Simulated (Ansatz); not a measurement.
Total energies of `CNC[SiH3]`.

Cartesian coordinates in Å:
```
C 1.5299 -1.1252 -0.7191
N 0.8576 -0.0493 -0.0247
C -0.5843 -0.0843 -0.1665
Si -1.3851 1.3509 0.7512
H 2.6031 -1.0803 -0.5226
H 1.1655 -2.1284 -0.4411
H 1.3849 -1.0092 -1.7968
H 1.1106 -0.0608 0.9549
H -1.0398 -1.0395 0.1548
H -0.8359 0.0230 -1.2290
H -2.8654 1.1978 0.7434
H -1.0247 2.6508 0.1295
H -0.9165 1.3546 2.1659
```

Charge 0, multiplicity 1. The geometry is a stationary point of PBE0-D4/def2-TZVP. It is one conformer, not always the lowest. Basis def2-TZVPP, the Gaussian-basis code of Ansatz.

RPA on PBE orbitals: Hartree–Fock energy of these orbitals -424.35251 Eh, correlation -1.21396 Eh (frozen core).

```
             functional  energy without D4 (Eh)  D4 term (kJ/mol)
            LDA (SPW92)              -423.50836                 –
                    PBE              -425.57102             -22.1
                   BLYP              -425.83290             -49.3
                 r2SCAN              -425.79888              -5.6
                 B97M-V              -425.82825                 –
                   PBE0              -425.62282             -18.5
                  B3LYP              -425.94467             -35.2
                r2SCAN0              -425.78348              -6.5
HSE06 (plane-wave form)              -425.60773             -17.1
                  BHLYP              -425.82688             -25.0
                LC-ωPBE              -425.74422                 –
                ωB97X-V              -425.82765                 –
                 B2PLYP              -425.66476                 –
               PBE-QIDH              -425.52081                 –
```

Give the same for revPBE, r2SCANh, CAM-B3LYP, ωB97M-V. (Estimate.)

The calculation gave: 
| functional | energy without D4 (Eh) | D4 term (kJ/mol) |
| --- | --- | --- |
| revPBE | -425.80619 | -74.6 |
| r2SCANh | -425.79235 | -5.9 |
| CAM-B3LYP | -425.84584 | -18.5 |
| ωB97M-V | -425.80834 | – |

B3LYP takes the VWN-RPA correlation (the form of Gaussian; ORCA's B3LYP/G). HSE06 is the plane-wave form, built on full-range PBE exchange. The double hybrids freeze the cores in their second-order part.

LC-ωPBE has ω = 0.4 bohr⁻¹.
